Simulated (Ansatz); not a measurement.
Total energies of the cluster Ba₂S₂⁺ from Ansatz at r2SCAN-D4/def2-TZVP, gas phase (1 Eh = 27.2114 eV = 2625.5 kJ/mol). The reference geometry is relaxed at PBE-D4/def2-SVP.

Cartesian coordinates in Å:
```
Ba 0.4102 -1.6411 -1.6076
Ba -0.4234 1.6529 1.5920
S 1.2935 0.7907 -0.4769
S -1.2803 -0.8025 0.4925
```

```
           state                    geometry  energy (Eh)
charge 1 doublet                   reference   -847.35572
charge 0 singlet                   reference   -847.52944
charge 1 quartet  relaxed at PBE-D4/def2-SVP   -847.24675
```

In the def2 sets Ba takes a core potential; there is no spin–orbit coupling.

Task: Work out the vertical electron affinity, to the singlet.

Result: E(charge 1 doublet) − E(charge 0 singlet) = -847.35572 − (-847.52944) = 0.17372 Eh = 4.73 eV.

Task: Which of the charge 1 states is lowest, and how far above it are the others?

Result: The doublet. quartet: -847.24675 − (-847.35572) = 0.10897 Eh = 286.1 kJ/mol. The quartet differs in its bonds from the reference.

The structure comes from a short search, and lower isomers may exist.
